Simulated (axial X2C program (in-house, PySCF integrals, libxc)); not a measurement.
**Correcting the dissociation energy of CaSe for spin–orbit coupling**

A spin-free PBE0 curve (one-electron X2C) was computed with an in-house relativistic program for diatomic molecules, basis Se dyall-cv3z [8s9p6d4f1g], Ca dyall-cv3z [11s12p6d4f] (cores contracted in-house), for the state M_S = 0, Λ = 0 (closed shell). It gives D0 = 3.197 eV to Se + Ca, which in a spin-free picture are the weighted means of the ground terms.

Measured levels of the ground terms (NIST Handbook of Basic Atomic Spectroscopic Data), in cm⁻¹: Se 3P: J = 2 at 0, J = 1 at 1989.5, J = 0 at 2534.4; Ca 1S: J = 0 at 0.

The molecular state has Λ = 0, so it has no first-order lowering.

How far does each ground level lie under the (2J+1)-weighted mean of its term?

Se: (5 × 0 + 3 × 1989.5 + 1 × 2534.4)/9 = 945 cm⁻¹; Ca: a single level, 0.

Correct D0.

D0 = 3.197 + (0 − 945)/8065.5 = 3.080 eV at PBE0 with these spin–orbit terms.

Second-order spin–orbit effects in the molecule, which grow quickly with Z, are left out. Occupations by symmetry block were frozen at the best pattern of an incomplete PBE0 search. De is counted from the lowest determinant-based energies of the atoms at the same level, without counterpoise correction.
